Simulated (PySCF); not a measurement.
**Question.** Write a Z-matrix for `C[N]([GeH3])CC(F)(F)F` as optimised with PBE0-D3(BJ)/def2-SVP.

**Answer.** 
Z-matrix in Å and degrees, rows numbered from 1:
```
C 
N   1  1.4455
Ge  2  1.8444  1  119.01
C   2  1.4279  1  117.01  3   159.31
C   4  1.5186  2  115.42  1   -79.18
F   5  1.3372  4  112.20  2    60.64
F   5  1.3369  4  110.90  2  -179.01
F   5  1.3403  4  111.17  2   -59.39
H   1  1.1063  2  114.54  3   -85.01
H   1  1.1049  2  110.12  3   153.91
H   1  1.1018  2  109.87  3    36.35
H   3  1.5403  2  106.25  1   -50.96
H   3  1.5443  2  113.42  1    68.71
H   3  1.5373  2  106.01  1  -170.22
H   4  1.1056  2  110.72  1    42.02
H   4  1.1030  2  110.91  1   160.49
```

N2 (nitrogen bonded to 2 C and Ge) is almost planar (angles 120.6°, 119.0° and 117.0°, sum 356.6°, 0.17 Å off the plane of its three neighbours). Ge3 (germanium bonded to N and 3 H) is distorted tetrahedral (angles from 106.0° to 113.4°). Of the pairs four or more bonds apart, F6···H9 is among the closest relative to their van der Waals radii: 2.56 Å, 96 % of the sum of Bondi's values. All 3 C–F bonds measure 1.337 to 1.340 Å.

The calculation used PySCF, PBE0-D3(BJ)/def2-SVP geometry optimisation, gas phase.

Point group: C1 (no symmetry element, even within 0.4 Å). Whether it is a minimum is left open (no frequencies). The numbers are those of one conformer (C1–N2–C4–C5 -79°).
